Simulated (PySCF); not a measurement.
Structure problem from calculated spectra and properties.

Elements present: C, F, H and Si. Monoisotopic mass: 122.0363 u.

| Quantity | Value |
| --- | --- |
| 1H NMR | chemical shifts (computed TMS as zero) by class: 4.86 (2 H), 4.44 (1 H), 4.11 (1 H), 2.27 (2 H), 1.62 (2 H) ppm [GIAO PBE0/pcSseg-1] |
| UV, strongest line | among the 10 lowest singlet transitions: S8 at 8.56 eV (145 nm, f = 0.120) [TDDFT CAM-B3LYP/def2-SVPD] |
| NMR, other nuclei | isotropic shieldings of nuclei other than C and H, by class: 418 (2 F), 382 (1 Si) ppm [GIAO PBE0/pcSseg-1] |
| Polarisability | 72.9 au [CAM-B3LYP/def2-SVPD] |
| 13C NMR | chemical shifts (computed TMS as zero) by class: 87.8 (2 C), 33.4 (2 C) ppm [GIAO PBE0/pcSseg-1] |
| Rotational structure | rotational constants A, B, C: 3.153, 1.721, 1.427 GHz [PBE0-D3(BJ)/def2-SVP] |
| Triplet | lowest triplet excitation (Tamm–Dancoff): 6.61 eV [TDA CAM-B3LYP/def2-SVPD] |

Gas-phase values; electronic properties from PySCF, density fitting. Levels stand in brackets. The structure is a single PBE0-D3(BJ)/def2-SVP conformer in the gas phase; no vibrational or solvent corrections. Each NMR value is the plain mean over a class of atoms that symmetry, rotation or inversion makes alike.

Question: Which formula fits the mass and the elements?

Answer: C4H8F2Si (calculated 122.0363). No other formula that holds each of these elements comes within 0.0003 u with a fitting electron parity and a possible valence count.

Question: What is the compound? Reason from the data.

Answer: Numbering: `[F:1][C@@H:2]1[CH2:3][CH2:4][C@H:5]([F:6])[SiH2:7]1`. Its formula, C4H8F2Si, gives 1 degree of unsaturation: 1 ring and 0 π bonds in the structure found. 4 carbons fall into 2 classes; from least to most shielded: sp3 C–F carbon [C2/C5] (87.8 ppm, 2 C), ring CH2 carbon [C3/C4] (33.4 ppm, 2 C). Hydrogen classes from least to most shielded: 2 H on 2 sp3 C–F carbons, C2/C5 (4.86 ppm), 1 H on an SiH2 silicon, Si7 (4.44 ppm), 1 H on an SiH2 silicon, Si7 (4.11 ppm), 2 H on 2 ring CH2 carbons, C3/C4 (2.27 ppm), 2 H on 2 ring CH2 carbons, C3/C4 (1.62 ppm, a mean of values up to 1.3 ppm apart in this geometry). The other shieldings belong to: 418 ppm, alkyl fluorine [F1/F6]; 382 ppm, SiH2 silicon [Si7]. The optimised geometry has point group C1 and is an asymmetric top. Structure: `F[C@@H]1CC[C@H](F)[SiH2]1`. Computed isomers that give other values at the same levels: `C[C@@]1(C(F)F)C[SiH2]1` (13C chemical shifts (computed TMS as zero) by class: 122.7 (1 C), 18.6 (1 C), 14.8 (1 C), 4.0 (1 C) ppm); `FC(F)[C@@H]1CC[SiH2]1` (13C chemical shifts (computed TMS as zero) by class: 122.0 (1 C), 31.7 (1 C), 25.0 (1 C), 7.2 (1 C) ppm); `F[C@@H]1C[SiH2][C@H](F)C1` (13C chemical shifts (computed TMS as zero) by class: 89.5 (1 C), 84.1 (1 C), 43.5 (1 C), 17.7 (1 C) ppm). The assignments are read from this structure; whether some other isomer fits the data as well wasn't checked.
